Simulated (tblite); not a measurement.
Species: CH₁₂OSi₄.
Z-matrix (Å and degrees, GFN2-xTB geometry), rows numbered from 1:
```
O 
Si  1  1.6281
C   2  1.8955  1  104.82
Si  3  1.9058  2  109.69  1   -59.77
Si  3  1.9058  2  109.69  1    59.87
Si  3  1.9011  2  108.04  1  -179.95
H   1  0.9526  2  120.93  3  -179.97
H   2  1.4688  1  109.49  3   120.96
H   2  1.4688  1  109.49  3  -120.98
H   4  1.4689  3  109.82  2  -176.74
H   4  1.4691  3  110.36  2   -57.60
H   4  1.4647  3  111.79  2    63.19
H   5  1.4647  3  111.81  2   -63.22
H   5  1.4690  3  109.81  2   176.67
H   5  1.4690  3  110.35  2    57.57
H   6  1.4672  3  110.75  2    59.68
H   6  1.4671  3  110.75  2   -59.81
H   6  1.4662  3  110.64  2   179.95
```

Computed with GFN2-xTB (tblite): harmonic, unscaled wavenumbers at the GFN2-xTB geometry, gas phase. The method is semi-empirical: single wavenumbers can be off by several per cent or more. Modes of hydrogen on silicon can be 10 to 20 % off. One conformer, not necessarily the lowest.

Harmonic wavenumbers (cm⁻¹): 57.1, 121.8, 136.0, 139.9, 143.8, 144.5, 159.9, 190.4, 191.8, 242.2, 260.0, 416.4, 488.3, 499.9, 509.9, 517.5, 523.2, 527.2, 529.9, 617.2, 724.0, 775.7, 780.1, 781.2, 786.6, 787.3, 795.7, 799.2, 801.6, 805.6, 818.1, 835.2, 864.0, 864.5, 880.8, 904.6, 2176.9, 2197.6, 2203.2, 2204.6, 2212.5, 2227.2, 2229.3, 2240.2, 2242.7, 2245.7, 2257.2, 3674.6.

A = 1505, B = 1133, C = 1122 MHz; mass 151.997 u (most abundant isotopes); point group Cs, symmetry number 1.

Task: What is the zero-point energy?

Result: ½Σν̃ = 23766 cm⁻¹ = 67.95 kcal/mol.

Task: Entropy at 500 K, 1 bar (ideal gas, RRHO, classical rotation)?

Result: Translation 43.56, rotation 31.05, vibration 64.14: S = 138.7 cal/(mol K).

Task: And Cp and H(500 K) − H(0)?

Result: Cp = 66.36 cal/(mol K), of which vibrations give 58.41 (their classical limit is 48 R = 95.4); H(500 K) − H(0) = 20.58 kcal/mol without the zero-point energy, 16.61 from vibrations.

Task: Which modes carry the vibrational entropy at 500 K?

Result: 57.1 cm⁻¹: 5.58; 121.8 cm⁻¹: 4.08; 136.0 cm⁻¹: 3.86; 139.9 cm⁻¹: 3.81; 143.8 cm⁻¹: 3.75; 144.5 cm⁻¹: 3.75 cal/(mol K); the other 42 give 39.30 together.

Task: Blend soft modes into free rotors: weight 1/[1 + (100 cm⁻¹/ν̃)⁴] for the oscillator and the rest for a rotor with moment μB/(μ + B), μ = h/(8π²ν), B = 10⁻⁴⁴ kg m². What vibrational entropy results?

Result: 61.58 cal/(mol K) in place of 64.14, which changes −T·S at 500 K by +1.28 kcal/mol.

Task: What must be added to the electronic energy to get the Gibbs energy at 500 K and 1 bar?

Result: ZPE + [H(500 K) − H(0)] − T·S = 67.95 + 20.58 − 69.37 = 19.16 kcal/mol.

Task: How do the functions run with temperature in this model?

Result: 
| T (K) | S (cal/(mol K)) | Cp (cal/(mol K)) | H − H(0) (kcal/mol) | G − H(0) (kcal/mol) | ln q(vib) |
| --- | --- | --- | --- | --- | --- |
| 150 | 81.8 | 29.8 | 2.73 | -9.55 | 3.29 |
| 250 | 100.4 | 43.9 | 6.42 | -18.68 | 6.82 |
| 298.15 | 108.6 | 49.8 | 8.68 | -23.71 | 8.54 |
| 400 | 124.7 | 59.5 | 14.27 | -35.61 | 12.14 |
| 600 | 151.3 | 71.7 | 27.49 | -63.31 | 18.82 |
| 900 | 182.7 | 82.8 | 50.82 | -113.62 | 27.63 |

q(vib) and H(0) count from the zero-point level.

Hindered rotation and anharmonicity are outside this model. Other conformers, if any are populated, would add a mixing term that is left out.
